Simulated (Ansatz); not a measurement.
**A relaxation, step by step**

BNH₇OF, closed shell, PBE0-D4/def2-TZVP (Ansatz 0.2.0). Settings:

```yaml
hamiltonian: {xc: pbe0, dispersion: d4}
relax: {f_tol: 0.005, max_steps: 200}
```

Start, a step off a saddle point along its unstable mode:

B1  (-0.762, -1.094, -0.613)
F2  (-0.546, 1.144, -1.331)
H3  (-0.173, -1.345, -1.647)
H4  (-1.951, -0.832, -0.634)
H5  (0.719, 0.852, 0.907)
N6  (-0.093, -1.074, 0.584)
H7  (-0.091, 1.459, -0.691)
O8  (0.858, 1.740, 0.751)
H9  (0.869, -1.492, 0.669)
H10  (-0.599, -1.170, 1.453)
H11  (1.768, 1.812, 0.552)
(Å)

| step | energy less the last (meV) | largest force component (eV/Å) |
| --- | --- | --- |
| 1 | 803.8 | 5.436 |
| 4 | 194.5 | 0.295 |
| 7 | 151.1 | 0.337 |
| 10 | 136.5 | 0.073 |
| 13 | 133.3 | 0.056 |
| 16 | 130.0 | 0.087 |
| 19 | 127.1 | 0.057 |
| 22 (rejected trial) | 127.6 | 0.330 |
| 25 | 120.0 | 0.201 |
| 28 | 113.1 | 0.270 |
| 31 | 97.2 | 0.325 |
| 34 | 59.9 | 0.360 |
| 37 | 25.8 | 0.309 |
| 40 | 1.3 | 0.105 |
| 43 | 0.1 | 0.042 |
| 46 | 0.0 | 0.008 |
| 47 | 0.0 | 0.004 |

Step 10, positions (Å) and forces (eV/Å):

```json
{"atom": "B1", "x": "-0.705", "y": "-1.295", "z": "-0.510", "Fx": "-0.010", "Fy": "-0.007", "Fz": "-0.067"}
{"atom": "F2", "x": "-0.523", "y": "2.141", "z": "-1.600", "Fx": "0.040", "Fy": "-0.001", "Fz": "0.073"}
{"atom": "H3", "x": "-0.100", "y": "-1.618", "z": "-1.487", "Fx": "0.006", "Fy": "0.001", "Fz": "-0.015"}
{"atom": "H4", "x": "-1.834", "y": "-0.914", "z": "-0.548", "Fx": "-0.013", "Fy": "-0.008", "Fz": "0.009"}
{"atom": "H5", "x": "0.573", "y": "0.640", "z": "0.654", "Fx": "0.013", "Fy": "0.001", "Fz": "0.003"}
{"atom": "N6", "x": "-0.051", "y": "-1.346", "z": "0.724", "Fx": "0.020", "Fy": "0.045", "Fz": "0.041"}
{"atom": "H7", "x": "-0.076", "y": "2.022", "z": "-0.772", "Fx": "-0.046", "Fy": "0.013", "Fz": "-0.071"}
{"atom": "O8", "x": "0.721", "y": "1.599", "z": "0.597", "Fx": "-0.032", "Fy": "-0.004", "Fz": "-0.006"}
{"atom": "H9", "x": "0.861", "y": "-1.757", "z": "0.836", "Fx": "0.003", "Fy": "-0.034", "Fz": "0.012"}
{"atom": "H10", "x": "-0.533", "y": "-1.198", "z": "1.596", "Fx": "-0.003", "Fy": "0.000", "Fz": "0.023"}
{"atom": "H11", "x": "1.668", "y": "1.725", "z": "0.510", "Fx": "0.023", "Fy": "-0.006", "Fz": "-0.003"}
```

Step 25, positions (Å) and forces (eV/Å):

| atom | x | y | z | Fx | Fy | Fz |
| --- | --- | --- | --- | --- | --- | --- |
| B1 | -0.519 | -1.512 | -0.553 | 0.031 | -0.045 | 0.042 |
| F2 | -0.942 | 2.741 | -0.873 | 0.201 | -0.118 | 0.140 |
| H3 | 0.279 | -2.107 | -1.224 | -0.066 | 0.067 | 0.064 |
| H4 | -1.545 | -1.087 | -0.994 | 0.055 | -0.015 | 0.015 |
| H5 | 0.696 | 0.555 | 0.410 | -0.014 | 0.011 | 0.008 |
| N6 | -0.218 | -1.285 | 0.794 | -0.006 | -0.010 | 0.010 |
| H7 | -0.224 | 2.325 | -0.409 | -0.178 | 0.103 | -0.119 |
| O8 | 0.982 | 1.480 | 0.335 | 0.114 | -0.012 | -0.103 |
| H9 | 0.576 | -1.704 | 1.256 | -0.088 | 0.041 | -0.049 |
| H10 | -0.882 | -0.875 | 1.437 | 0.076 | -0.039 | -0.085 |
| H11 | 1.796 | 1.468 | -0.180 | -0.124 | 0.018 | 0.076 |

Step 43, positions (Å) and forces (eV/Å):

| atom | x | y | z | Fx | Fy | Fz |
| --- | --- | --- | --- | --- | --- | --- |
| B1 | -0.370 | -1.666 | -0.542 | 0.006 | 0.025 | 0.042 |
| F2 | -1.105 | 2.067 | 0.586 | -0.003 | 0.002 | 0.001 |
| H3 | 0.205 | -2.714 | -0.487 | -0.005 | 0.003 | -0.006 |
| H4 | -0.820 | -1.239 | -1.566 | 0.001 | -0.005 | 0.001 |
| H5 | 1.107 | 0.541 | -0.012 | -0.001 | -0.001 | -0.003 |
| N6 | -0.482 | -0.895 | 0.610 | -0.001 | -0.018 | -0.028 |
| H7 | -0.193 | 2.021 | 0.313 | 0.004 | -0.006 | 0.002 |
| O8 | 1.278 | 1.493 | -0.085 | -0.002 | 0.009 | 0.006 |
| H9 | -0.173 | -1.224 | 1.511 | -0.002 | -0.002 | -0.007 |
| H10 | -1.014 | -0.035 | 0.659 | 0.001 | -0.002 | -0.002 |
| H11 | 1.567 | 1.649 | -0.987 | 0.003 | -0.005 | -0.006 |

Last step (47):

```xyz
11
angstrom
B -0.3607 -1.6575 -0.5399
F -1.0993 2.0656 0.5994
H 0.2069 -2.7097 -0.4854
H -0.7895 -1.2202 -1.5686
H 1.1093 0.5403 -0.0109
N -0.4888 -0.8966 0.6150
H -0.1899 2.0177 0.3170
O 1.2759 1.4912 -0.0986
H -0.1964 -1.2336 1.5183
H -1.0152 -0.0328 0.6623
H 1.5477 1.6358 -1.0087
```

Hardware: 4 CPU threads of an AMD EPYC 9R45, shared host. Wall time about 37 s.
